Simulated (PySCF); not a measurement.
**Assigning NMR signals**

Numbering as in the mapped SMILES `[CH3:1][C@H:2]([Cl:3])/[C:4](=[CH:5]\[O:6][SiH3:7])[CH:8]1[CH2:9][CH2:10]1`; H(Xn) means a hydrogen on atom n. Ha(C9), Ha(C10) are cis to C4 on the ring; Hb(C9), Hb(C10) are trans to C4 on the ring.

PySCF 2.14 calculation with PBE0/pcSseg-1 with gauge-including orbitals and structure optimised with GFN2-xTB; one averaged value for each set of equivalent atoms, gas phase, non-relativistic Hamiltonian, a single conformation.

δ = σ(ref) − σ, references computed at the same level: ¹³C (σref 186.93), ¹H (σref 31.72) vs TMS.

(1) Assign these signals to the numbered atoms. ¹³C{¹H} NMR (computed): δ 137.7, 136.6, 58.4, 27.0, 17.0, 13.5, 9.3.

(2) Assign these signals to the numbered atoms. ¹H NMR (400 MHz, computed): δ 5.66 (s, 1H), 5.61 (q, 1H), 4.98 (s, 3H), 1.57 (d, 3H), 1.48 (m, 1H), 0.98 (m, 1H), 0.95 (m, 1H), 0.32 (m, 1H), 0.13 (m, 1H).

Answers

(1) 
137.7 → C4, β carbon of an enol-ether or enamine type C=C
136.6 → C5, alkene carbon bearing oxygen: an sp2 carbon further deshielded by the attached heteroatom
58.4 → C2, allylic sp3 CH bonded to Cl: deshielded by the electronegative neighbour
27.0 → C1, methyl carbon: aliphatic region, no heteroatom directly attached
17.0 → C9, three-membered-ring carbon: carbons of three-membered rings are unusually shielded
13.5 → C10, three-membered-ring carbon
9.3 → C8, three-membered-ring carbon

C4 and C5 lie closer than the usual error of such a calculation, so a measured spectrum could show them in the other order.

(2) 
5.66 → H(C5), hydrogen on an alkene carbon bearing oxygen: a vinylic proton, deshielded by the sp2 carbon and the C=C anisotropy
5.61 → H(C2), hydrogen on an allylic sp3 CH bonded to Cl: its carbon carries Cl, an electronegative neighbour
4.98 → H(Si7), hydrogen on a silicon bonded to O
1.57 → H(C1), hydrogen on a methyl carbon
1.48 → H(C8), hydrogen on a three-membered-ring carbon: cyclopropane-type protons are shielded by the ring
0.98 → Hb(C10), hydrogen on a three-membered-ring carbon
0.95 → Hb(C9), hydrogen on a three-membered-ring carbon
0.32 → Ha(C10), hydrogen on a three-membered-ring carbon
0.13 → Ha(C9), hydrogen on a three-membered-ring carbon

H(C5) and H(C2); H(C1) and H(C8); Hb(C10) and Hb(C9) lie closer than the usual error of such a calculation, so a measured spectrum could show them in the other order.

Carbons that carry Cl, above all several Cl atoms, come out too deshielded, partly because spin–orbit coupling is missing. Shifts are as computed. Against solution values, carbons near 30 ppm lie about +3 ppm off and those near 130 ppm about +5 ppm; carbons on Cl a further +6 ppm. Of 1309 compounds with measured shifts, 239 miss one by over three times the rms of a fit or turn the order of signals round; such compounds aren't used in these exercises. No couplings were computed; multiplicities are counted from neighbouring protons, with m where these are inequivalent, close in shift, in a saturated or five-membered ring or joined by F or P, and br s for small geminal =CH2 splittings.
